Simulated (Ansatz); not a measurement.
Total energies of `C[CH2][In]([SH])[N](C)C`.

Z-matrix (Å, degrees):
```
C
C 1 1.524
H 1 1.093 2 112.0
H 1 1.095 2 111.1 3 119.7
H 1 1.093 2 112.1 3 -120.5
In 2 2.154 1 113.6 3 61.6
H 2 1.092 1 111.1 3 -59.6
H 2 1.093 1 110.8 3 -178.2
N 6 2.020 2 120.6 1 67.9
S 6 2.396 2 124.4 1 -110.7
C 9 1.438 6 121.6 2 2.5
C 9 1.435 6 125.8 2 -177.2
H 10 1.343 6 94.6 2 180.0
H 11 1.102 9 112.0 6 -119.4
H 11 1.094 9 111.3 6 0.8
H 11 1.102 9 111.9 6 120.8
H 12 1.092 9 111.3 6 -0.0
H 12 1.102 9 111.9 6 -120.1
H 12 1.102 9 111.9 6 120.0
```

The species carries charge 0 and has multiplicity 1. Correlated methods include outer-core shells of In, which these sets cover unevenly. In takes the def2 core potential. Geometry: relaxed with PBE0-D4/def2-TZVP. It is one conformer, not always the lowest. Basis def2-TZVPP, the Gaussian-basis code of Ansatz.

RPA on PBE orbitals: Hartree–Fock energy of these orbitals -799.66861 Eh, correlation -2.25457 Eh (frozen core).

```
functional                                kind  energy without D4 (Eh)  D4 term (kJ/mol)
    revPBE                                 GGA              -802.75091            -123.7
    B97M-V                  meta-GGA with VV10              -802.73934                 –
      PBE0  global hybrid, 25 % exact exchange              -802.44232             -37.8
     B3LYP                 global hybrid, 20 %              -802.93938             -69.7
   r2SCANh               meta-GGA hybrid, 10 %              -802.73146             -12.7
   r2SCAN0               meta-GGA hybrid, 25 %              -802.69702             -14.0
     BHLYP                 global hybrid, 50 %              -802.62069             -56.8
 CAM-B3LYP              range-separated hybrid              -802.71091             -38.9
   LC-ωPBE         long-range corrected hybrid              -802.63076                 –
  PBE-QIDH                       double hybrid              -802.12760                 –
```

(1) Give the same for LDA (SPW92), PBE, BLYP, r2SCAN, HSE06 (plane-wave form), ωB97X-V, ωB97M-V, B2PLYP. (Estimate.)

B3LYP takes the VWN-RPA correlation (the form of Gaussian; ORCA's B3LYP/G). HSE06 is the plane-wave form, built on full-range PBE exchange. The double hybrids freeze the cores in their second-order part.

Answers

(1) The calculation gave: 
```json
{"functional": "LDA (SPW92)", "kind": "LDA", "energy without D4 (Eh)": "-799.18840", "D4 term (kJ/mol)": "–"}
{"functional": "PBE", "kind": "GGA", "energy without D4 (Eh)": "-802.37738", "D4 term (kJ/mol)": "-43.8"}
{"functional": "BLYP", "kind": "GGA", "energy without D4 (Eh)": "-802.67565", "D4 term (kJ/mol)": "-92.6"}
{"functional": "r2SCAN", "kind": "meta-GGA", "energy without D4 (Eh)": "-802.75578", "D4 term (kJ/mol)": "-11.9"}
{"functional": "HSE06 (plane-wave form)", "kind": "screened hybrid", "energy without D4 (Eh)": "-802.42054", "D4 term (kJ/mol)": "-35.6"}
{"functional": "ωB97X-V", "kind": "range-separated hybrid GGA with VV10", "energy without D4 (Eh)": "-802.70341", "D4 term (kJ/mol)": "–"}
{"functional": "ωB97M-V", "kind": "range-separated hybrid meta-GGA with VV10", "energy without D4 (Eh)": "-802.64914", "D4 term (kJ/mol)": "–"}
{"functional": "B2PLYP", "kind": "double hybrid", "energy without D4 (Eh)": "-802.30373", "D4 term (kJ/mol)": "–"}
```

LC-ωPBE has ω = 0.4 bohr⁻¹.
